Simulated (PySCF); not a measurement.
Bond length, frequency and bond energy of TlH by level of theory

State: ¹Σ⁺ (singlet), closed shell. Set-up: Tl def2-SVP with ECP60, H def2-SVP; scalar-relativistic core potentials (PySCF 2.14). De refers to Tl + H in their high-spin ground configurations, without counterpoise correction. A positive dipole means Tl(−)H(+).

```tsv
Level	Re (Å)	ωe (cm⁻¹)	De (eV)	μ (D)	CPU s a point (SCF and correlation, without the integrals)
RHF	1.907	1419	1.59	-1.09	0.025
RHF-MP2	1.887	1428	2.20	n/a	0.039
RHF-SCS-MP2	1.896	1410	2.28	n/a	n/a
RHF-CCSD	1.904	1373	2.35	n/a	n/a
RHF-CCSD(T)	1.905	1366	2.37	n/a	0.32
PBE	1.943	1315	2.51	-1.32	0.41
r²SCAN	1.921	1368	2.51	-1.26	0.59
M06-L	1.953	1318	2.68	-1.66	0.6
PBE0	1.917	1375	2.46	-1.24	0.71
B97-3	1.932	1343	2.54	-1.40	0.33
ωB97X	1.907	1409	2.66	-1.16	0.41
B2PLYP	1.914	1378	2.46	-1.21	0.32
```

The bond length runs from 1.887 Å (RHF-MP2) to 1.953 Å (M06-L). De spans 1.59 eV (RHF, mean field) to 2.68 eV (M06-L, meta-GGA). Correlation at CCSD(T) changes the Hartree–Fock bond energy by +0.78 eV; the triples alone change it by +0.02 eV.

Correlated steps freeze 4 core orbitals. Correlated levels converge slowly with the basis: in double zeta they bind strong bonds too weakly, by up to about 1 eV, and carry superposition errors of some tenths. These are scalar-relativistic numbers at best; spin–orbit coupling would shift them, the dissociation energy most. Where the molecule has an RHF reference, its open-shell atoms are computed with UHF. B2PLYP dipoles, levels and charges come from its SCF part alone.

The whole job (state search and all levels along the bond) took about 0.95 min on 1 thread of Arm Neoverse N1 (shared host), peak memory 0.37 GiB.
